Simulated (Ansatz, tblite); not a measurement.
Isomers of Ru3H3⁺ (singlet), found by a short tight-binding search and relaxed with PBE0-D4/def2-TZVP in Ansatz.

In the def2 sets Ru takes a core potential; there is no spin–orbit coupling. The xTB rows come from tblite.

Run but left out: HF/def2-TZVP, MP2/def2-TZVP, CCSD/def2-TZVP, CCSD(T)/def2-TZVP (flagged by the program: other amplitudes).

A further structure is left out (at the level of its geometry, restricted singlet, unstable towards broken spin symmetry); at PBE0-D4/def2-TZVP its energy lies 0.08 eV below the lowest shown.

A: The restricted singlet is unstable towards broken spin symmetry in Hartree–Fock (as tested in another run); at PBE-D4/def2-TZVP, BLYP-D4/def2-TZVP, r2SCAN-D4/def2-TZVP, r2SCANh-D4/def2-TZVP and others this wasn't settled. B: The restricted singlet is unstable towards broken spin symmetry in Hartree–Fock (as tested in another run); at PBE-D4/def2-TZVP, BLYP-D4/def2-TZVP, r2SCAN-D4/def2-TZVP, r2SCANh-D4/def2-TZVP and others this wasn't settled.

Other spin states weren't relaxed.

A:

```xyz
6

Ru    1.1178   -0.4998    0.6612
Ru   -1.1711   -0.6049   -0.4462
Ru    0.7546   -0.3210   -1.5294
H    -0.5296   -0.5595    1.1472
H    -1.2031    0.9413   -0.4561
H     1.0313    1.0439    0.6233
```

B:

```xyz
6

Ru   -0.656   -0.755   -0.174
Ru   -0.781    1.295    0.439
Ru    1.338   -0.445    0.545
H    -1.077    0.733    1.856
H     1.693   -0.147   -0.928
H    -0.518   -0.681   -1.738
```

Estimate their order by electronic energy at PBE0-D4/def2-TZVP, counted from the lowest.

A (0.0) < B (7.4), in kcal/mol.

Do the other levels pick the same lowest one?

Not GFN2-xTB, PBE-D4/def2-TZVP, BLYP-D4/def2-TZVP, r2SCAN-D4/def2-TZVP. Energies above each level's lowest (kcal/mol):

| level | A | B |
| --- | --- | --- |
| GFN1-xTB | 0.0 | 14.0 |
| GFN2-xTB | 8.0 | 0.0 |
| PBE-D4/def2-TZVP | 2.2 | 0.0 |
| BLYP-D4/def2-TZVP | 2.9 | 0.0 |
| r2SCAN-D4/def2-TZVP | 0.9 | 0.0 |
| r2SCANh-D4/def2-TZVP | 0.0 | 2.5 |
| PBE0-D4/def2-TZVP | 0.0 | 7.4 |
Point groups (tolerance 0.1 Å): A Cs, B not assigned. Lower isomers may exist.
